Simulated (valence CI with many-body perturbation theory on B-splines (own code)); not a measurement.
## Mo2+: calculated level list

Level of theory: relativistic CI+MBPT: four valence electrons over a frozen Dirac-Fock core [Kr], a basis of 7 s, 7 p, 8 d, 6 f, 4 g, 1 h functions for each j, with the one-electron correlation potential Σ1, the two-electron term Σ2, the three-electron term Σ3, Breit, model QED; selected CI, second order for the rest, scaled by the run's own slope (own B-spline code, finite nucleus).

Set against measurement, 67 paired levels are off by 561 cm⁻¹ on average, the worst by 1275. These come from a selection out of Sugar and Musgrove, J. Phys. Chem. Ref. Data 17, 155 (1988). Levels without a partner in it may be off by more, other configurations by 1,000 to 8,000 cm⁻¹. Among the levels kept, up to 470 cm⁻¹ of a level comes from second order outside the variational space, and about a tenth of that is noise between levels of different J, which matters for small intervals.

Levels 46 to 90 of 205, with energies above the lowest level, 4d⁴ ⁵D_0. "Leading %" is the weight of the configuration and term that name the level; weights of strongly mixed levels are sums over their largest components and can fall short. In the jj column 3d3/2^4 stands for four electrons in 3d with j = 3/2.

```
No.  Configuration  Term  J  E (cm⁻¹)  Leading %      g  Second component                  Leading jj
 46          4d³5s    ³G  5     46716         85  1.182     10 % 4d³5s ³H     4d3/2^2 4d5/2 5s (61 %)
 47          4d³5s    ³P  0     49109         94                              4d3/2^2 4d5/2 5s (61 %)
 48          4d³5s    ³H  4     49114         84  0.830      7 % 4d³5s ¹G     4d3/2^2 4d5/2 5s (54 %)
 49          4d³5s    ³P  1     49134         66  1.238     26 % 4d³5s ³D     4d3/2 4d5/2^2 5s (48 %)
 50          4d³5s    ³P  2     49224         43  1.282       24 % 4d⁴ ¹D     4d3/2 4d5/2^2 5s (31 %)
 51          4d³5s    ³H  5     49840         87  1.051     10 % 4d³5s ³G     4d3/2 4d5/2^2 5s (68 %)
 52            4d⁴    ¹D  2     49862         62  1.125     18 % 4d³5s ³P      4d3/2^2 4d5/2^2 (42 %)
 53          4d³5s    ³H  6     49981         98  1.167                       4d3/2 4d5/2^2 5s (98 %)
 54          4d³5s    ³D  1     50767         55  0.867     26 % 4d³5s ³P     4d3/2 4d5/2^2 5s (35 %)
 55          4d³5s    ³D  3     51852         96  1.333                       4d3/2 4d5/2^2 5s (54 %)
 56          4d³5s    ³D  2     51876         66  1.268     28 % 4d³5s ³P           4d5/2^3 5s (47 %)
 57          4d³5s    ¹G  4     52618         79  0.990        7 % 4d⁴ ¹G           4d5/2^3 5s (42 %)
 58          4d³5s    ³P  1     53313         57  1.258     24 % 4d³5s ¹P     4d3/2^2 4d5/2 5s (55 %)
 59          4d³5s    ³P  0     53919         90               6 % 4d⁴ ³P     4d3/2 4d5/2^2 5s (58 %)
 60          4d³5s    ¹H  5     54374         96  1.002                       4d3/2 4d5/2^2 5s (77 %)
 61          4d³5s    ³P  2     54710         89  1.488        5 % 4d⁴ ³P     4d3/2 4d5/2^2 5s (48 %)
 62          4d³5s    ¹P  1     55804         59  1.157     31 % 4d³5s ³P           4d5/2^3 5s (61 %)
 63          4d³5s    ¹D  2     57425         79  1.011       12 % 4d⁴ ¹D     4d3/2 4d5/2^2 5s (43 %)
 64          4d³5s    ³F  4     59221         96  1.249                       4d3/2 4d5/2^2 5s (74 %)
 65          4d³5s    ³F  3     59383         96  1.084                       4d3/2 4d5/2^2 5s (60 %)
 66          4d³5s    ³F  2     59545         95  0.671                       4d3/2 4d5/2^2 5s (48 %)
 67          4d³5s    ¹F  3     65067         93  1.003                       4d3/2 4d5/2^2 5s (60 %)
 68            4d⁴    ¹S  0     65383         94                               4d3/2^2 4d5/2^2 (63 %)
 69          4d³5p   ⁵G°  2     72751         94  0.346                          4d3/2^3 5p1/2 (35 %)
 70          4d³5s    ³D  3     73248         96  1.330                       4d3/2^2 4d5/2 5s (46 %)
 71          4d³5s    ³D  2     73424         96  1.165                       4d3/2 4d5/2^2 5s (55 %)
 72          4d³5s    ³D  1     73555         97  0.499                       4d3/2 4d5/2^2 5s (85 %)
 73          4d³5p   ⁵G°  3     73603         95  0.921                    4d3/2^2 4d5/2 5p1/2 (57 %)
 74          4d³5p   ⁵G°  4     74676         95  1.151                    4d3/2 4d5/2^2 5p1/2 (43 %)
 75          4d³5p   ³D°  1     74845         67  0.408    26 % 4d³5p ⁵F°  4d3/2^2 4d5/2 5p1/2 (37 %)
 76          4d³5p   ³D°  2     75706         57  1.157    26 % 4d³5p ⁵F°  4d3/2^2 4d5/2 5p1/2 (64 %)
 77          4d³5p   ⁵G°  5     75954         94  1.266                    4d3/2 4d5/2^2 5p3/2 (44 %)
 78          4d³5p   ³D°  3     77005         34  1.348    31 % 4d³5p ⁵F°  4d3/2 4d5/2^2 5p1/2 (63 %)
 79          4d³5p   ⁵D°  0     77294         96                                 4d3/2^3 5p3/2 (43 %)
 80          4d³5p   ⁵D°  1     77480         57  0.919    35 % 4d³5p ⁵F°        4d3/2^3 5p3/2 (39 %)
 81          4d³5p   ⁵G°  6     77492         96  1.332                    4d3/2 4d5/2^2 5p3/2 (48 %)
 82          4d³5p   ⁵F°  1     77748         36  0.681    35 % 4d³5p ⁵D°  4d3/2^2 4d5/2 5p3/2 (67 %)
 83          4d³5p   ⁵F°  2     77840         56  1.181    32 % 4d³5p ⁵D°  4d3/2^2 4d5/2 5p3/2 (52 %)
 84          4d³5p   ⁵D°  2     78258         51  1.311    23 % 4d³5p ³D°  4d3/2 4d5/2^2 5p3/2 (50 %)
 85          4d³5p   ⁵F°  3     78323         55  1.306    30 % 4d³5p ⁵D°  4d3/2^2 4d5/2 5p3/2 (46 %)
 86          4d³5p   ⁵F°  4     78349         46  1.400    42 % 4d³5p ⁵D°  4d3/2 4d5/2^2 5p1/2 (38 %)
 87          4d³5s    ¹D  2     78817         94  1.000                       4d3/2 4d5/2^2 5s (44 %)
 88          4d³5p   ⁵D°  4     78885         48  1.391    36 % 4d³5p ⁵F°  4d3/2^2 4d5/2 5p3/2 (35 %)
 89          4d³5p   ³D°  3     79137         54  1.382    32 % 4d³5p ⁵D°  4d3/2 4d5/2^2 5p3/2 (44 %)
 90          4d³5p   ⁵F°  5     79236         70  1.343    24 % 4d³5p ³G°  4d3/2 4d5/2^2 5p3/2 (36 %)
```

Names give the largest LS component (configuration and term), which can be under half, so a name can repeat, a term be missing and a line seem to break the LS rules; names also repeat where a configuration has a term twice.

Where two levels of one J and parity lie close, their mixing, g and order are uncertain.
